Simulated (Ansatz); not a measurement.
Computed with Ansatz on PBE0-D4/def2-TZVP structures; ΔE is electronic, products minus reactants. CCSD(T)/CBS is the MP2 limit (def2-TZVPP, def2-QZVPP) plus CCSD(T) − MP2 in def2-TZVPP, frozen cores. Functionals use def2-TZVPP. HSE06 is defined as in plane-wave codes. For Ga outer-core shells are correlated without core-valence functions, which leaves a few kJ/mol of doubt a bond. Scalar relativity is left out up to krypton.

Consider the adduct formation: CH₃NH₂ + `[GaH3]` → `C[NH2+][GaH3-]`.

```csv
species,HSE06-D4 energy (Eh)
CH₃NH₂,-95.77582
`[GaH3]`,-1926.36074
`C[NH2+][GaH3-]`,-2022.18037
```

Question: Work out ΔE.

Answer: ΔE = (-2022.18037) − (-95.77582) − (-1926.36074) = -0.04381 Eh = -115.0 kJ/mol. CCSD(T)/CBS gives -116.6 kJ/mol.

Largest T1 diagnostic among the species: 0.013.

From PBE to PBE0 (25 % exact exchange), in def2-TZVPP and without D4, ΔE moves by −3.8 kJ/mol. In def2-TZVPP, CCSD(T) changes the Hartree–Fock value by −30.1 kJ/mol (the triples alone add −4.1 kJ/mol) and MP2 by −31.5 kJ/mol. Leaving LDA and LC-ωPBE aside and taking each functional with its dispersion term where it has one, the values, not all of them listed here, spread over 15.1 kJ/mol, from r2SCAN0-D4 to B2PLYP. LDA lies −38.7 kJ/mol from PBE without D4.
